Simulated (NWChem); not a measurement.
InH3; SMILES [InH3]

```xyz
4

In     0.0000     0.0000     0.0000
H      1.2340     1.2340     0.0000
H      0.4517    -1.6856     0.0000
H     -1.6856     0.4517     0.0000
```
Atoms are numbered in this order, from 1.

Coordinates come from a PBE-D3(BJ)/def2-SVP optimisation. def2 effective core potentials on In; no spin-orbit coupling.

Task: List the 4 lowest vertical singlet excitations and the 4 lowest triplet ones from CAM-B3LYP/def2-SVPD with def2 effective core potentials on In, TDA (NWChem).

Result: 
| state | energy (eV) | oscillator strength | leading excitation (squared amplitude) |
|---|---|---|---|
| S1 | 4.88 | 0.000 | HOMO → LUMO (0.99) |
| S2 | 4.88 | 0.000 | HOMO−1 → LUMO (0.99) |
| S3 | 7.48 | 0.273 | HOMO → LUMO+1 (0.92) |
| S4 | 7.48 | 0.273 | HOMO−1 → LUMO+1 (0.92) |
| T1 | 4.43 | spin-forbidden | HOMO → LUMO (0.98) |
| T2 | 4.43 | spin-forbidden | HOMO−1 → LUMO (0.98) |
| T3 | 6.06 | spin-forbidden | HOMO−1 → LUMO+1 (0.43) |
| T4 | 6.06 | spin-forbidden | HOMO → LUMO+1 (0.43) |
